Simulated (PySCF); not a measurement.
3-methylthietane (C₄H₈S), SMILES S1CC(C)C1. The structure is a stationary point at PBE-D3(BJ)/def2-SVP.

Computed equilibrium geometry at PBE-D3(BJ)/def2-SVP (PySCF confirms it by a frequency run) as Cartesian coordinates in Å, and its point group:
point group Cs.
```xyz
13

C      2.2334     0.1638     0.0000
C      0.8213    -0.4063     0.0000
C     -0.1218     0.0364    -1.1444
S     -1.5821     0.0482     0.0000
C     -0.1218     0.0364     1.1444
H      2.8003    -0.1660    -0.8952
H      2.8003    -0.1660     0.8952
H      2.2155     1.2738     0.0000
H      0.8622    -1.5162     0.0000
H     -0.2171    -0.6498    -2.0090
H      0.1010     1.0600    -1.5148
H     -0.2171    -0.6498     2.0090
H      0.1010     1.0600     1.5148
```
Charge 0, spin multiplicity 1.
